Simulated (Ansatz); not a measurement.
Two isomers of C2H6SSi: A = `C=CS[SiH3]`, B = `[SiH3]/C=C\S`.

Computed with Ansatz on PBE0-D4/def2-TZVP structures; ΔE is electronic, products minus reactants. CBS: MP2 limit from def2 TZ/QZ plus the TZ coupled-cluster correction, frozen cores. Functionals use def2-TZVPP. B3LYP here is the variant with VWN-RPA as its local correlation; programs differ in this. One conformer a species, not always the lowest.

(1) Which isomer does CCSD(T)/CBS put lower? Give the gap. (Estimate.)

(2) Give E(B) − E(A) in kJ/mol with BLYP-D4, CCSD(T)/def2-TZVPP, MP2/def2-TZVPP, PBE0-D4, B3LYP-D4, B3LYP, CCSD(T)/def2-SVP. (Best estimate.)

(3) Does the order hold for the free energy at 298.15 K (harmonic terms from PBE0-D4)? (Estimate.)

Largest T1 diagnostic: 0.013.

## Answers

(1) Computed: A, by 53.3 kJ/mol.

(2) Computed: BLYP-D4 47.6, CCSD(T)/def2-TZVPP 51.0, MP2/def2-TZVPP 52.9, PBE0-D4 51.7, B3LYP-D4 50.2, B3LYP 52.1, CCSD(T)/def2-SVP 47.4. None reverses the order clearly.

(3) Computed: Yes: G(B) − G(A) = +46.4 kJ/mol, for one conformer each. Modes under 60 cm⁻¹, often nearly free rotors, make the harmonic entropy too high.

Leaving LDA and LC-ωPBE aside and taking each functional with its dispersion term where it has one, the values, not all of them listed here, spread over 6.0 kJ/mol, from BLYP-D4 to PBE-QIDH. LDA lies −7.5 kJ/mol from PBE without D4. In def2-TZVPP, CCSD(T) changes the Hartree–Fock value by −9.6 kJ/mol (the triples alone add −1.2 kJ/mol) and MP2 by −7.7 kJ/mol.
